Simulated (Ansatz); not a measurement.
CH$_{6}$InNO, SMILES `[CH3][In]([NH2])[OH]`. Charge 0, multiplicity 1. In: def2 effective core potential.

Z-matrix (Å, degrees):
```
C
In 1 2.128
H 1 1.089 2 109.1
H 1 1.090 2 110.4 3 120.5
H 1 1.090 2 109.9 3 -119.6
N 2 2.021 1 130.5 3 -161.1
O 2 1.997 1 117.3 3 12.9
H 6 1.009 2 118.6 1 -162.7
H 6 1.009 2 119.5 1 -24.9
H 7 0.959 2 113.5 1 -176.6
```

(1) What are the harmonic wavenumbers in cm⁻¹ at PBE0-D4/def2-TZVP (Ansatz, finite differences of forces, unscaled)? (Best estimate.)

(2) Is this a minimum?

(3) Give the ideal-gas thermochemistry at 298.15 K and 1 bar (rigid rotor, harmonic oscillator; point group C1, symmetry number 1).

(4) Rotational constants (cm⁻¹)?

## Answers

(1) Ansatz gave: 20, 100, 134, 140, 261, 312, 335, 520, 585, 603, 698, 721, 759, 788, 1200, 1451, 1454, 1554, 3071, 3163, 3175, 3575, 3678, 3898.

(2) Yes, all 24 modes are real.

(3) Zero-point energy 192.6 kJ/mol; H(298) − E = 216.1 kJ/mol; entropy 377.0 J/(mol·K), of which translation 172.4, rotation 109.9, vibration 94.8; G(298) − E = 103.7 kJ/mol. Modes under 100 cm⁻¹ are hindered rotations or soft bends, so the harmonic entropy is rough.

(4) 0.1746, 0.1368, 0.078.
